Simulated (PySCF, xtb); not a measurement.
TaO2, SMILES [Ta](=[O])=[O] (connectivity only; charge and spin as stated), neutral, multiplicity 2.

Harmonic wavenumbers (cm⁻¹) from GFN2-xTB (xtb) at its own minimum, in rising order: 149, 686, 708.

What does PBE-D3(BJ)/def2-TZVP in PySCF give at its own minimum? (The exact figures need the calculation; the answer reports its results.)

337, 912, 972. Paired by order, the mean absolute difference is 226 cm⁻¹ and the zero-point energies are 2.2 and 3.2 kcal/mol.
